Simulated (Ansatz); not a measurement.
A made-up structure of BSi2H3S, singlet:

```csv
atom,x (Å),y (Å),z (Å)
B1,-1.3989,-0.0911,-0.3390
Si2,-0.4127,1.4280,-1.0344
Si3,0.9859,0.2456,0.3819
S4,0.0201,-1.0906,-1.0233
H5,-2.3907,-0.5754,0.0998
H6,-0.4411,2.7951,-1.4172
H7,2.4507,0.2819,0.1374
```

It is relaxed with PBE-D4/def2-SVP and then PBE0-D4/def2-TZVP (Ansatz 0.2.0). Atoms count as bonded within 1.22 times the sum of their covalent radii (H–H: 0.88 Å). The end point is not checked to be a true minimum.

Question: Does its bonding change? (A judgement: the text doesn't fix the answer.)

Answer: The calculation gives: No: no bond forms or breaks.

Where it ends: The first stage lowers the energy by 1.82 eV in 11 steps. It ends as BSi₂H₃S ([BH]1[SiH]2[SiH][S]12):
| atom | x (Å) | y (Å) | z (Å) |
| --- | --- | --- | --- |
| B1 | -1.6188 | -0.0578 | -0.3866 |
| Si2 | -0.3232 | 1.3781 | -0.2969 |
| Si3 | 1.4478 | 0.2268 | 0.7088 |
| S4 | -0.0739 | -0.8827 | -0.7565 |
| H5 | -2.7210 | -0.4824 | -0.4642 |
| H6 | -0.2603 | 2.2062 | -1.5425 |
| H7 | 2.3627 | 0.6052 | -0.4568 |

Labels in which every atom is bracketed show which atoms are joined, not bond orders.

For scale, one of the runs: PBE0-D4/def2-TZVP relaxation, 160 basis functions, launched by `ansatz run in.yaml --threads 2 --pin off --events-out ev --progress --plain --max-ram 4352MiB`. The run took about 24 s on 2 CPU threads of an AMD EPYC 7B13 (shared host).
